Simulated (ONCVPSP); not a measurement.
**Cutoff test, H, ONCV**

- Element: hydrogen
- Generator: ONCVPSP 4.0.1
- Type: optimised norm-conserving Vanderbilt (ONCV)
- Functional: LDA (Perdew-Zunger)
- Relativity: scalar-relativistic
- Frozen core: none
- Valence charge: 1
- Reference configuration: 1s1
- Partial waves: 1s: rc 1.35 bohr, ncon 4, nbas 8, qcut 3.8 1/bohr, 2 projectors, debl 3.8 Ha; p scattering state at 0.17 Ha: rc 1.10 bohr, ncon 4, nbas 7, qcut 8 1/bohr, 1 projector
- Local potential: polynomial inside 0.75 bohr (lpopt 5, dvloc0 2 Ha)
- Core correction: none

Problem. For each optimised wave give the share of its norm inside rc, the residual kinetic energy above qcut (Ha) and the cutoffs (Ha) for errors of 10, 1, 0.1 and 0.01 mHa per electron.

Solution.

| wave | norm inside rc | residual KE | 10 mHa | 1 mHa | 0.1 mHa | 0.01 mHa |
| --- | --- | --- | --- | --- | --- | --- |
| 1s | 0.448 | 4.3e-03 | 5.6 | 20.0 | 85.2 | 101.0 |
| s projector 2 | 0.093 | 3.6e-02 | 9.4 | 16.8 | 68.5 | 121.4 |
| p projector 1 | 0.013 | 1.2e-07 | 1.0 | 2.7 | 7.2 | 15.1 |

The occupied waves need 20 Ha and 85 Ha for 1 and 0.1 mHa.
